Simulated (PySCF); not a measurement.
**Electron correlation in W⁺ (tungsten, charge +1)**

[Xe] 4f14 5d3 6s2, high-spin 4F determinant (an excited configuration). Calculation: PySCF 2.14, in def2-TZVPPD with the def2 core potential (60 electrons); scalar relativity through the core potential. Frozen: nothing; 13 electrons correlated.

| level | correlation energy (mhartree) |
| --- | --- |
| CCSD | -298.85 |
| (T) | -12.81 |
| CCSD(T) | -311.66 |

Diagnostics: T1 = 0.014, D1 = 0.0574, largest double amplitude 0.094.

Q: Is a single reference adequate?

A: Mostly. T1 lies below 0.03, but a double amplitude of this size points to a near-degeneracy that CCSD handles and MP2 describes poorly.

The basis has no tight functions for the innermost shells, so their pair energies are far from complete.

This basis was not built for core-valence correlation, so the inner-shell part is incomplete.
